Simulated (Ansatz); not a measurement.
`[NH2][Al]([F])[SiH3]` + HBr → `[NH2][Al]([F])[Br]` + SiH₄ at 500 K and 1 bar (cleavage of the Al–Si bond).

Computed with Ansatz on PBE0-D4/def2-TZVP structures; ΔE is electronic, products minus reactants. CBS: MP2 limit from def2 TZ/QZ plus the TZ coupled-cluster correction, frozen cores. This one scheme is used for every species. For Br outer-core shells are correlated without core-valence functions, which leaves a few kJ/mol of doubt a bond. Scalar relativity is left out up to krypton. One conformer a species, not always the lowest.

```tsv
species	CCSD(T)/CBS energy (Eh)	H − E (kJ/mol)	S (J/(mol·K))
`[NH2][Al]([F])[SiH3]`	-688.71365	186.1	417.8
HBr	-2573.91920	30.5	213.7
`[NH2][Al]([F])[Br]`	-2971.22802	114.2	375.8
SiH₄	-291.46306	102.4	230.9
```

H − E and S are ideal-gas, rigid-rotor, harmonic terms from PBE0-D4/def2-TZVP, for one conformer and one mirror image of each species. 1 Eh = 2625.50 kJ/mol, R = 8.31446 J/(mol·K).

Question: By hand: ΔE, ΔH, ΔS and ΔG.

Answer: ΔE = (-2971.22802) + (-291.46306) − (-688.71365) − (-2573.91920) = -0.05823 Eh = -152.9 kJ/mol. Δ(H − E) = 114.2 + 102.4 − 186.1 − 30.5 = 0.0, so ΔH = -152.9 kJ/mol. ΔS = 375.8 + 230.9 − 417.8 − 213.7 = -24.8 J/(mol·K). ΔG = -152.9 − 500 × (-24.8)/1000 = -140.5 kJ/mol.

Question: By hand: the equilibrium constant, and the temperature at which ΔG would vanish if ΔH and ΔS stayed fixed.

Answer: log₁₀ K = −ΔG/(RT ln 10) = 14.7. ΔG = 0 at ΔH/ΔS = 6165 K, far beyond where these terms or the molecules hold.

ΔH outweighs TΔS. A doubt of 5 kJ/mol in ΔE shifts log₁₀ K by 0.5 here. Other conformers and mirror images would add mixing entropy, several J/(mol·K) or more a flexible species. Modes under 60 cm⁻¹, often nearly free rotors, make the harmonic entropy too high. These are equilibria of isolated gas molecules and say nothing of rates. Largest T1 diagnostic: 0.013 (customary marks: 0.02 for closed shells, 0.045 for open ones).
